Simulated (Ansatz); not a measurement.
`[CH3][AlH][SnH2][OH]`, relaxed with RKS PBE0-D4/def2-TZVP in Ansatz from a PBE-D4/def2-SVP geometry. The force threshold is 0.005 eV/Å; the program also tests the step.

The species carries charge 0 and has multiplicity 1. Sn: def2 effective core potential.

Start:

```xyz
11

C    -0.879   -1.755    0.638
Al   -1.008    0.202    0.787
Sn    0.878    1.681   -0.414
O     1.417    0.600   -2.058
H    -0.123   -2.102   -0.095
H    -1.861   -2.197    0.360
H    -0.614   -2.187    1.630
H    -2.224    0.873    1.596
H     2.331    2.016    0.500
H     0.392    3.161   -1.172
H     1.691   -0.292   -1.772
```

```tsv
step	energy (eV)	largest force (eV/Å)	largest move (Å)
1	-15621.7758	0.771	0.000
2	-15621.8222	0.598	0.120
3	-15621.8315	0.553	0.091
4 (rejected)	-15621.8276	0.396	0.103
5	-15621.8371	0.120	0.050
6	-15621.8378	0.041	0.049
7	-15621.8388	0.043	0.050
8	-15621.8392	0.148	0.106
9	-15621.8399	0.051	0.015
10	-15621.8404	0.026	0.028
11	-15621.8410	0.152	0.073
14 (rejected)	-15621.8417	0.314	0.092
17	-15621.8446	0.057	0.100
20	-15621.8481	0.366	0.073
23	-15621.8787	0.088	0.152
26	-15621.8812	0.029	0.027
29	-15621.8818	0.026	0.010
32	-15621.8821	0.021	0.047
35	-15621.8822	0.015	0.024
38	-15621.8823	0.015	0.003
41	-15621.8823	0.013	0.019
44	-15621.8823	0.009	0.024
46	-15621.8824	0.005	0.002
```

End:

```xyz
11

C    -1.080   -1.781    0.613
Al   -0.941    0.131    0.950
Sn    0.837    1.555   -0.434
O     1.669    0.162   -1.586
H    -0.392   -2.114   -0.166
H    -2.099   -2.047    0.314
H    -0.866   -2.347    1.527
H    -1.856    0.865    2.024
H     2.131    2.296    0.427
H     0.247    2.768   -1.505
H     2.350    0.513   -2.164
```

Hardware: 4 threads of an Arm Neoverse V1 on a shared host. Wall time 2.5 min, peak host memory 0.51 GiB.
